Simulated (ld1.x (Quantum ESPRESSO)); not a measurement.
aluminium (Al): ultrasoft pseudisation with LDA (PZ), scalar-relativistic reference atom.

ld1.x (Quantum ESPRESSO) 7.5 was run on this input:

```
&input
   title='Al', zed=13., rel=1, dft='PZ', iswitch=3,
   config='[Ne] 3s2 3p1',
   nld=2, rlderiv=2.70, eminld=-3.0, emaxld=5.0, deld=0.02
 /
 &inputp
   pseudotype=3, tm=.true., lloc=-1, rcloc=1.70,
   nlcc=.true., new_core_ps=.true.,
   which_augfun='PSQ', rmatch_augfun=2.00,
   file_pseudopw='Al.UPF', file_wfcaegen='ae.wfc', file_wfcncgen='nc.wfc', file_beta='beta', file_chi='chi', file_wfcusgen='us.wfc'
 /
4
3S  1  0   2.00   0.00  1.90  2.20  0.0
3S  1  0   0.00  -0.20  1.90  2.20  0.0
3P  2  1   1.00   0.00  1.90  2.50  0.0
3P  2  1   0.00   0.15  1.90  2.50  0.0
 &test
   configts(1)='3s2 3p1'
 /
```

Command:

```bash
ld1.x < Al.in > Al.out
```

Output (shortened: banner, matrices, multipoles, cross overlaps and the repeated all-electron block are left out):

```
Program LD1 v.7.5
     --------------------------- All-electron run ----------------------------

     Al
     scalar relativistic calculation

     atomic number is 13.00
     dft =PZ   lsd =0 sic =0 latt =0  beta=0.20 tr2=1.0E-14
     Exchange-correlation= PZ
                           (   1   1   0   0   0   0   0)
     mesh =1135 r(mesh) = 100.48924 a.u. xmin = -7.00 dx = 0.01250
     1 Ry =  13.60569312 eV, c = 137.03599908

     n l     nl                  e(Ry)          e(Ha)          e(eV)
     1 0     1S 1( 2.00)      -110.5641       -55.2820     -1504.3012
     2 0     2S 1( 2.00)        -7.9008        -3.9504      -107.4954
     2 1     2P 1( 6.00)        -5.1237        -2.5619       -69.7115
     3 0     3S 1( 2.00)        -0.5759        -0.2880        -7.8357
     3 1     3P 1( 1.00)        -0.2050        -0.1025        -2.7889

     final scf error:  4.2E-15 reached in  21 iterations

     Etot =    -483.527466 Ry,    -241.763733 Ha,   -6578.726321 eV

     Ekin =     483.888145 Ry,     241.944073 Ha,    6583.633613 eV
     Encl =   -1158.185239 Ry,    -579.092619 Ha,  -15757.912938 eV
     Eh   =     225.717896 Ry,     112.858948 Ha,    3071.048423 eV
     Exc  =     -34.948269 Ry,     -17.474134 Ha,    -475.495419 eV

     normalization and overlap integrals

     s(1S/1S) =  1.000000  <r> =   0.1206  <r2> =    0.0196  r(max) =   0.0789
     s(2S/2S) =  1.000000  <r> =   0.6291  <r2> =    0.4751  r(max) =   0.4954
     s(2P/2P) =  1.000000  <r> =   0.6047  <r2> =    0.4656  r(max) =   0.4264
     s(3S/3S) =  1.000000  <r> =   2.5337  <r2> =    7.5170  r(max) =   2.0597
     s(3P/3P) =  1.000000  <r> =   3.4387  <r2> =   14.2581  r(max) =   2.6447

     ------------------------ End of All-electron run ------------------------

     --------------------- Generating US pseudopotential ---------------------

      Generating local potential from pseudized AE potential:
      Matching radius rcloc =   1.7000

      Local pseudo, rcloc= 1.708 Estimated cut-off energy=     8.16 Ry

      Computing core charge for nlcc:

       r > 1.31 : true rho core
      Core charge pseudized with two Bessel functions
      Integrated core pseudo-charge :   3.70
      Wfc-us  3S rcutus= 2.193  Estimated cut-off energy=     9.40 Ry
      Wfc-us  3S rcutus= 2.193  Estimated cut-off energy=    10.09 Ry
      Wfc-us  3P rcutus= 2.484  Estimated cut-off energy=    12.03 Ry
      Wfc-us  3P rcutus= 2.484  Estimated cut-off energy=    12.69 Ry

     Q pseudized with Bessel functions
     Expected ecutrho=      66.4481 due to l1=  1   l2=  1

     ------------------- End of pseudopotential generation -------------------

     Computing logarithmic derivative in   2.69479
     Computing logarithmic derivative in   2.69479
     Computing the partial wave expansion
     R is outside the sphere for l=    0 j= 0.00
     R is outside the sphere for l=    0 j= 0.00
     R is outside the sphere for l=    1 j= 0.00
     R is outside the sphere for l=    1 j= 0.00

     ---------------------- Testing the pseudopotential ----------------------

     Al
     scalar relativistic calculation

     atomic number is 13.00   valence charge is  3.00
     dft =PZ   lsd =0 sic =0 latt =0  beta=0.20 tr2=1.0E-14
     mesh =1135 r(mesh) = 100.48924 xmin = -7.00 dx = 0.01250

     n l     nl             e AE (Ry)        e PS (Ry)    De AE-PS (Ry)
     1 0     3S   1( 2.00)       -0.57591       -0.57591        0.00000
     2 1     3P   1( 1.00)       -0.20498       -0.20498        0.00000

     eps = 2.1E-16  iter =  3

     Etot =    -483.527466 Ry,    -241.763733 Ha,   -6578.726321 eV
     Etotps =    -8.955094 Ry,      -4.477547 Ha,    -121.840255 eV

     Ekin =       1.294693 Ry,       0.647347 Ha,      17.615201 eV
     Encl =      -7.594696 Ry,      -3.797348 Ha,    -103.331098 eV
     Ehrt =       2.891960 Ry,       1.445980 Ha,      39.347125 eV
     Ecxc =      -6.416352 Ry,      -3.208176 Ha,     -87.298921 eV
     (Ecc =      -5.006211 Ry,      -2.503105 Ha,     -68.112970 eV)
     Epseu=       0.869301 Ry,       0.434650 Ha,      11.827438 eV

     ---------------------- End of pseudopotential test ----------------------
```

Generation and configuration tests took about 1.1 s on one core of a shared server CPU.

Transferability test of the new file with ld1.x, input:

```
&input
   title='Al', zed=13., rel=1, dft='PZ', iswitch=2,
   config='[Ne] 3s2 3p1'
 /
 &test
   file_pseudo='Al.UPF', nconf=10,
   configts(1)='3s2 3p1',
   configts(2)='3s2 3p0',
   configts(3)='3s1 3p0',
   configts(4)='3s2 3p0.5',
   configts(5)='3s1 3p1',
   configts(6)='3s1 3p2',
   configts(7)='3s2 3p1.3',
   configts(8)='3s0 3p3',
   configts(9)='3s2 3p1', lsdts(9)=1,
   configts(10)='3s1 3p0', lsdts(10)=1
 /
```

```bash
ld1.x < Al.test.in > Al.test.out
```

Pseudopotential blocks of its output, shortened (energy terms left out):

```
     ---------------------- Testing the pseudopotential ----------------------

     n l     nl             e AE (Ry)        e PS (Ry)    De AE-PS (Ry)
     1 0     3S   1( 2.00)       -0.57591       -0.57591        0.00000
     2 1     3P   1( 1.00)       -0.20498       -0.20498        0.00000

     eps = 2.1E-16  iter =  3

     Etot =    -483.527466 Ry,    -241.763733 Ha,   -6578.726321 eV
     Etotps =    -8.955094 Ry,      -4.477547 Ha,    -121.840255 eV

     ---------------------- End of pseudopotential test ----------------------

          ---------------------- Testing the pseudopotential ----------------------

     n l     nl             e AE (Ry)        e PS (Ry)    De AE-PS (Ry)
     1 0     3S   1( 2.00)       -1.09686       -1.09693        0.00007
     2 1     3P   1( 0.00)       -0.67303       -0.67296       -0.00007

     eps = 1.2E-16  iter =  7

     Etot =    -483.097743 Ry,    -241.548871 Ha,   -6572.879633 eV
     Etotps =    -8.525375 Ry,      -4.262688 Ha,    -115.993640 eV
     dEtot_ae =       0.429724 Ry
     dEtot_ps =       0.429718 Ry,   Delta E=       0.000005 Ry

     ---------------------- End of pseudopotential test ----------------------

          ---------------------- Testing the pseudopotential ----------------------

     n l     nl             e AE (Ry)        e PS (Ry)    De AE-PS (Ry)
     1 0     3S   1( 1.00)       -1.75925       -1.76090        0.00165
     2 1     3P   1( 0.00)       -1.27835       -1.27891        0.00056

     eps = 3.8E-17  iter =  7

     Etot =    -481.673544 Ry,    -240.836772 Ha,   -6553.502421 eV
     Etotps =    -7.100406 Ry,      -3.550203 Ha,     -96.605945 eV
     dEtot_ae =       1.853922 Ry
     dEtot_ps =       1.854688 Ry,   Delta E=      -0.000765 Ry

     ---------------------- End of pseudopotential test ----------------------

          ---------------------- Testing the pseudopotential ----------------------

     n l     nl             e AE (Ry)        e PS (Ry)    De AE-PS (Ry)
     1 0     3S   1( 2.00)       -0.82198       -0.82200        0.00002
     2 1     3P   1( 0.50)       -0.42514       -0.42512       -0.00002

     eps = 2.5E-16  iter =  7

     Etot =    -483.371280 Ry,    -241.685640 Ha,   -6576.601294 eV
     Etotps =    -8.798904 Ry,      -4.399452 Ha,    -119.715189 eV
     dEtot_ae =       0.156187 Ry
     dEtot_ps =       0.156189 Ry,   Delta E=      -0.000003 Ry

     ---------------------- End of pseudopotential test ----------------------

          ---------------------- Testing the pseudopotential ----------------------

     n l     nl             e AE (Ry)        e PS (Ry)    De AE-PS (Ry)
     1 0     3S   1( 1.00)       -1.15566       -1.15648        0.00082
     2 1     3P   1( 1.00)       -0.72388       -0.72411        0.00023

     eps = 2.1E-16  iter =  7

     Etot =    -482.670025 Ry,    -241.335012 Ha,   -6567.060235 eV
     Etotps =    -8.097288 Ry,      -4.048644 Ha,    -110.169219 eV
     dEtot_ae =       0.857441 Ry
     dEtot_ps =       0.857805 Ry,   Delta E=      -0.000364 Ry

     ---------------------- End of pseudopotential test ----------------------

          ---------------------- Testing the pseudopotential ----------------------

     n l     nl             e AE (Ry)        e PS (Ry)    De AE-PS (Ry)
     1 0     3S   1( 1.00)       -0.63716       -0.63761        0.00045
     2 1     3P   1( 2.00)       -0.25069       -0.25074        0.00006

     eps = 3.1E-17  iter =  6

     Etot =    -483.148556 Ry,    -241.574278 Ha,   -6573.570989 eV
     Etotps =    -8.575977 Ry,      -4.287988 Ha,    -116.682105 eV
     dEtot_ae =       0.378910 Ry
     dEtot_ps =       0.379117 Ry,   Delta E=      -0.000207 Ry

     ---------------------- End of pseudopotential test ----------------------

          ---------------------- Testing the pseudopotential ----------------------

     n l     nl             e AE (Ry)        e PS (Ry)    De AE-PS (Ry)
     1 0     3S   1( 2.00)       -0.44704       -0.44704        0.00000
     2 1     3P   1( 1.30)       -0.09059       -0.09059        0.00000

     eps = 1.9E-16  iter =  7

     Etot =    -483.571403 Ry,    -241.785702 Ha,   -6579.324114 eV
     Etotps =    -8.999034 Ry,      -4.499517 Ha,    -122.438097 eV
     dEtot_ae =      -0.043937 Ry
     dEtot_ps =      -0.043941 Ry,   Delta E=       0.000004 Ry

     ---------------------- End of pseudopotential test ----------------------

          ---------------------- Testing the pseudopotential ----------------------

     n l     nl             e AE (Ry)        e PS (Ry)    De AE-PS (Ry)
     1 0     3S   1( 0.00)       -0.68961       -0.69057        0.00095
     2 1     3P   1( 3.00)       -0.28998       -0.29014        0.00016

     eps = 5.8E-15  iter =  7

     Etot =    -482.755335 Ry,    -241.377667 Ha,   -6568.220939 eV
     Etotps =    -8.182150 Ry,      -4.091075 Ha,    -111.323823 eV
     dEtot_ae =       0.772131 Ry
     dEtot_ps =       0.772943 Ry,   Delta E=      -0.000812 Ry

     ---------------------- End of pseudopotential test ----------------------

          ---------------------- Testing the pseudopotential ----------------------

     n l     nl             e AE (Ry)        e PS (Ry)    De AE-PS (Ry)
     1 0     3S   1( 1.00)       -0.59287       -0.59288        0.00000
     2 1     3P   1( 1.00)       -0.22059       -0.22059        0.00000
     1 0     3S   2( 1.00)       -0.54881       -0.54880       -0.00001
     2 1     3P   2( 0.00)       -0.18010       -0.18009       -0.00001

     eps = 2.2E-17  iter =  6

     Etot =    -483.537442 Ry,    -241.768721 Ha,   -6578.862050 eV
     Etotps =    -8.965074 Ry,      -4.482537 Ha,    -121.976045 eV
     dEtot_ae =      -0.009976 Ry
     dEtot_ps =      -0.009980 Ry,   Delta E=       0.000004 Ry

     ---------------------- End of pseudopotential test ----------------------

          ---------------------- Testing the pseudopotential ----------------------

     n l     nl             e AE (Ry)        e PS (Ry)    De AE-PS (Ry)
     1 0     3S   1( 1.00)       -1.80641       -1.80786        0.00145
     2 1     3P   1( 0.00)       -1.32028       -1.32083        0.00055
     1 0     3S   2( 0.00)       -1.65388       -1.65848        0.00459
     2 1     3P   2( 0.00)       -1.17855       -1.18159        0.00304

     eps = 2.0E-17  iter =  7

     Etot =    -481.704947 Ry,    -240.852474 Ha,   -6553.929691 eV
     Etotps =    -7.131468 Ry,      -3.565734 Ha,     -97.028560 eV
     dEtot_ae =       1.822519 Ry
     dEtot_ps =       1.823626 Ry,   Delta E=      -0.001107 Ry

     ---------------------- End of pseudopotential test ----------------------
```
